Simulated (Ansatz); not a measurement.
Computed with Ansatz on PBE0-D4/def2-TZVP structures; ΔE is electronic, products minus reactants. CCSD(T)/CBS adds triple-zeta CCSD(T) − MP2 to the extrapolated MP2 energy (def2 sets, frozen cores). This one scheme is used for every species. Functionals use def2-TZVPP. Each species was taken in one conformer, which may not be the lowest.

Consider the cleavage of the Al–Si bond: `[SiH3][AlH][SH]` + CH₃OH → `C[O][AlH][SH]` + SiH₄.

```tsv
level	ΔE (eV)
r2SCAN-D4	-1.32
PBE0-D4	-1.16
ωB97X-V	-1.33
BLYP	-1.34
CCSD/def2-SVP	-1.40
CCSD/def2-TZVPP	-1.36
MP2/CBS(def2)	-1.43
CCSD/CBS(def2)	-1.34
```

Problem. What does CCSD(T)/CBS give? (Best estimate.)

Solution. Computed: -1.33 eV. The listed levels differ from it by 0.01, 0.17, 0.00, -0.01, -0.07, -0.03, -0.10, -0.01 eV.

Problem. What do rigid-rotor, harmonic-oscillator terms from PBE0-D4/def2-TZVP frequencies (298.15 K, 1 bar) make of the CCSD(T)/CBS value? (Best estimate.)

Solution. Ansatz gave: ΔZPE = -0.07 eV, ΔH = -1.40 eV, ΔS = -26 J/(mol·K), ΔG = -1.32 eV. Modes under 50 cm⁻¹ make the entropy rough.

Largest T1 diagnostic among the species: 0.013.

At CCSD(T), def2-SVP lies −0.06 eV from the extrapolated value and def2-TZVPP −0.01 eV. In def2-TZVPP, CCSD(T) changes the Hartree–Fock value by +0.14 eV (the triples alone add +0.02 eV) and MP2 by +0.03 eV.
